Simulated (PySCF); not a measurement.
## Relaxation of singlet TeO₂(OH)₂

Computed with PBE0 in PySCF with Te def2-SVP with ECP28, O def2-SVP, H def2-SVP; scalar-relativistic core potentials, no spin–orbit coupling; density-fitted integrals. A (50,194) grid was used.

A hand-made square planar (ligand arrangement 1) (heavy-atom frame) start, of Cs symmetry, held to at least that symmetry:

```xyz
7
charge 0 multiplicity 1, angstrom
Te    0.0286    0.0211    0.0000
O     1.8786    0.0211    0.0000
O     0.0286    1.8711    0.0000
O    -1.9614    0.0211    0.0000
O     0.0286   -1.9689    0.0000
H    -2.5785    0.7565    0.0000
H    -0.7068   -2.5860    0.0000
```

Q: What forces act on the atoms at the start (eV/Å)?

A: 
```json
{"atom": "Te1", "Fx": "1.30", "Fy": "2.40", "Fz": "0.00"}
{"atom": "O2", "Fx": "-0.48", "Fy": "-1.38", "Fz": "0.00"}
{"atom": "O3", "Fx": "-1.06", "Fy": "-0.27", "Fz": "0.00"}
{"atom": "O4", "Fx": "0.09", "Fy": "-2.68", "Fz": "0.00"}
{"atom": "O5", "Fx": "0.45", "Fy": "0.70", "Fz": "0.00"}
{"atom": "H6", "Fx": "0.63", "Fy": "0.98", "Fz": "0.00"}
{"atom": "H7", "Fx": "-0.93", "Fy": "0.25", "Fz": "0.00"}
```

Q: What does it relax to?

A: It ends at Cs with O–H 0.973 Å (×2), Te–O 1.815 Å, Te–O 1.827 Å, Te–O 1.972 Å, Te–O 2.006 Å; H–O–Te 104.6°, H–O–Te 106.2°, O–Te–O 77.2°, O–Te–O 87.3°, O–Te–O 89.9°, O–Te–O 105.6°, O–Te–O 164.5°, O–Te–O 167.1° (after a last refinement on a finer grid). A frequency run shows 1 imaginary mode, down to 173i cm⁻¹, so it is a saddle point. Other isomers or separated fragments may lie lower.

Q: How much energy is released, and in how many steps?

A: 99.6 kJ/mol in 11 steps.

The relaxation took roughly 70 core-seconds on a shared host.
